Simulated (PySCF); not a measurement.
## Assigning NMR signals

Atoms are numbered as in `[CH2:1]=[C:2]([C:3]#[N:4])[CH2:5][SiH2:6][F:7]` (H(Xn): hydrogen on atom n). Ha(C1) is cis to C3; Hb(C1) is trans to C3.

[PySCF 2.14.0 with density-fitted response routines: GFN2-xTB geometry; shieldings: GIAO PBE0/pcSseg-1; one computed conformer; equivalent nuclei averaged; gas phase; relativity neglected]

Chemical shifts δ = σref − σ; TMS for ¹³C and ¹H, all at this level.

Q: Assign these signals to the numbered atoms. ¹³C{¹H} NMR (computed): δ 138.7 (CH2), 123.4 (C), 122.9 (C), 28.9 (CH2).

A: 
| δ (ppm) | atoms | environment | reason |
| --- | --- | --- | --- |
| 138.7 | C1 | terminal =CH2 carbon | an sp2 carbon of a C=C bond |
| 123.4 | C3 | nitrile carbon | typical of a nitrile |
| 122.9 | C2 | fully substituted alkene carbon | an sp2 carbon of a C=C bond |
| 28.9 | C5 | allylic sp3 CH2 bonded to Si | – |

C3 and C2 lie closer than the usual error of such a calculation, so a measured spectrum could show them in the other order.

Q: Assign these signals to the numbered atoms. ¹H NMR (500 MHz, computed): δ 6.13 (m, 1H), 6.05 (m, 1H), 5.22 (m, 2H), 2.36 (m, 2H).

A: 
| δ (ppm) | atoms | environment | reason |
| --- | --- | --- | --- |
| 6.13 | Ha(C1) | hydrogen on a terminal =CH2 carbon | olefinic region |
| 6.05 | Hb(C1) | hydrogen on a terminal =CH2 carbon | – |
| 5.22 | H(Si6) | hydrogen on a silicon bonded to C, F | – |
| 2.36 | H(C5) | hydrogen on an allylic sp3 CH2 bonded to Si | allylic position |

Ha(C1) and Hb(C1) lie closer than the usual error of such a calculation, so a measured spectrum could show them in the other order.

Splittings by ¹⁹F in the carbon and heteronuclear signals aren't shown, as no couplings were computed. Shifts are as computed. Against solution values, carbons near 30 ppm lie about +3 ppm off and those near 130 ppm about +5 ppm. Of 1211 compounds with measured shifts, 218 miss one by over three times the rms of a fit or turn the order of signals round; such compounds aren't used in these exercises. Multiplicities follow the n + 1 count of equivalent neighbours, as no J values were calculated; m marks all less simple cases, F and P coupling included.
